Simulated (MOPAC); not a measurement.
MOPAC input (AM1):

```
AM1 1SCF GEO-OK AUX(PRECISION=9) THREADS=1
CsLi

Li   -0.00000000 1   -0.00000000 1   -3.55343700 1
Cs    0.00000000 1    0.00000000 1    0.19382400 1
```

Output:

```
 *******************************************************************************
 **                                                                           **
 **                              MOPAC v23.2.5                                **
 **                                                                           **
 *******************************************************************************
 ** MOPAC's Digital Object Identifier: https://doi.org/10.5281/zenodo.6511958 **
 **                                                                           **
 ** Please cite the open-source release paper for use of this MOPAC version:  **
 ** J. E. Moussa and J. J. P. Stewart (2026)                                  **
 ** MOPAC: An open-source semiempirical molecular orbital program             **
 ** J. Open Source Softw., 11(119), 8025, https://doi.org/10.21105/joss.08025 **
 *******************************************************************************

                              AM1 CALCULATION RESULTS

 *******************************************************************************
 *  AM1        - The AM1 Hamiltonian to be used
 *  GEO-OK     - OVERRIDE INTERATOMIC DISTANCE AND OTHER SAFETY CHECKS
 *  1SCF       - DO 1 SCF AND THEN STOP
 *  AUX        - OUTPUT AUXILIARY INFORMATION
 *******************************************************************************
AM1 1SCF GEO-OK AUX(PRECISION=9) THREADS=1
 CsLi

   ATOM   CHEMICAL          X               Y               Z
  NUMBER   SYMBOL      (ANGSTROMS)     (ANGSTROMS)     (ANGSTROMS)

     1      Li         -0.00000000  *  -0.00000000  *  -3.55343700  *
     2      Cs          0.00000000  *   0.00000000  *   0.19382400  *

          CARTESIAN COORDINATES

    NO.       ATOM           X           Y           Z

     1        Li         -0.0000     -0.0000     -3.5534
     2        Cs          0.0000      0.0000      0.1938

 Li: (AM1): J. J. P. STEWART, J. MOL. MOD., 10, 155-164 (2004)
 Cs: (AM1): J. J. P. STEWART, J. MOL. MOD., 10, 155-164 (2004)

           Empirical Formula: Li Cs  =     2 atoms

      MOLECULAR POINT GROUP   :   C*v

      RHF CALCULATION, NO. OF DOUBLY OCCUPIED LEVELS = 1

 -------------------------------------------------------------------------------
 AM1 1SCF GEO-OK AUX(PRECISION=9) THREADS=1
 CsLi

     1SCF WAS SPECIFIED, SO BFGS WAS NOT USED
     SCF FIELD WAS ACHIEVED

                              AM1 CALCULATION
                                                       MOPAC v23.2.5 Linux

          FINAL HEAT OF FORMATION =         31.41303 KCAL/MOL =     131.43213 KJ/MOL

          COSMO AREA              =        216.05 SQUARE ANGSTROMS
          COSMO VOLUME            =        287.77 CUBIC ANGSTROMS

          IONIZATION POTENTIAL    =          3.895533 EV
          HOMO LUMO ENERGIES (EV) =         -3.896 -0.138
          NO. OF FILLED LEVELS    =          1
          MOLECULAR WEIGHT        =        139.8454         POINT GROUP:  C*v

          MOLECULAR DIMENSIONS (Angstroms)

            Atom       Atom       Distance
           Cs     2   Li     1     3.74726
           Cs     2   Li     1     0.00000
           Li     1   Cs     2     0.00000

          SCF CALCULATIONS        =          1

   ATOM   CHEMICAL          X               Y               Z
  NUMBER   SYMBOL      (ANGSTROMS)     (ANGSTROMS)     (ANGSTROMS)

     1      Li         -0.00000000  *  -0.00000000  *  -3.55343700  *
     2      Cs          0.00000000  *   0.00000000  *   0.19382400  *

                             CARTESIAN COORDINATES

   1   Li       -0.000000000    -0.000000000    -3.553437000
   2   Cs        0.000000000     0.000000000     0.193824000

           Empirical Formula: Li Cs  =     2 atoms

      MOLECULAR POINT GROUP   :   C*v

                  EIGENVALUES
  -3.89553  -0.13780   1.16436   1.16436   3.24776   8.62123   8.81009   8.81009

              NET ATOMIC CHARGES AND DIPOLE CONTRIBUTIONS

  ATOM NO.   TYPE          CHARGE      No. of ELECS.   s-Pop       p-Pop
    1         Li          -0.487641        1.4876     1.46457     0.02307
    2         Cs           0.487641        0.5124     0.01088     0.50148
 DIPOLE           X         Y         Z       TOTAL
 POINT-CHG.     0.000     0.000     8.777     8.777
 HYBRID        -0.000    -0.000    -1.564     1.564
 SUM           -0.000    -0.000     7.213     7.213

          ATOMIC ORBITAL ELECTRON POPULATIONS

     Atom    s        px        py        pz
    1 Li   1.46457   0.00000   0.00000   0.02307
    2 Cs   0.01088   0.00000   0.00000   0.50148

 **********************
 *                    *
 * JOB ENDED NORMALLY *
 *                    *
 **********************

 == MOPAC DONE ==
```

The geometry given is a B3LYP-D3(BJ)/def2-TZVP minimum.
